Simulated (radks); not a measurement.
Values are calculated unless marked as measured or tabulated.
Effect of the nuclear size on the magnesium ion Mg+, [Ne] 3s1. Code: a radial shooting solver on a logarithmic mesh with Libxc functionals. Model: Dirac Kohn-Sham, PBE, spin-unpolarised, spherical densities, finite nucleus; Fermi nuclear charge, rms radius 3.057 fm. The rms radius is varied about that value; shifts are against it.

rms radius (fm)	total energy shift (eV)	density at nucleus (e/bohr^3)	1s1/2 shift (meV)
2.4853	-0.000898	1163	-0.372
2.895	-0.000273	1161	-0.113
3.057	0	1160	0.000
3.1976	0.000249	1160	0.103
3.6959	0.00122	1158	0.505

Slopes of the eigenvalues against <r^2> in GHz/fm^2, as finite differences over the two radii next to the reference (eigenvalue slopes, not the field-shift constants of lines): 1s1/2 28.3.
